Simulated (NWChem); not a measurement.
Molecule: BeH₂; SMILES [BeH2]

```xyz
3

Be     0.0000     0.0000     0.0000
H      0.0000     0.0000     1.3390
H      0.0000     0.0000    -1.3390
```
Atoms are numbered in this order, from 1.

Coordinates come from a PBE0/def2-SVP optimisation.

 States above −ε(HOMO) = 7.4 eV lie in this functional's continuum and hang on the basis.

### Question
List the 4 lowest vertical singlet excitations from PBE/aug-cc-pVDZ, TDA (NWChem).

### Answer
| state | energy (eV) | oscillator strength | leading excitation (squared amplitude) |
|---|---|---|---|
| S1 | 5.95 | 0.000 | HOMO → LUMO+1 (0.98) |
| S2 | 5.95 | 0.000 | HOMO → LUMO (0.98) |
| S3 | 7.49 | 0.310 | HOMO−1 → LUMO (0.93) |
| S4 | 7.49 | 0.310 | HOMO−1 → LUMO+1 (0.93) |
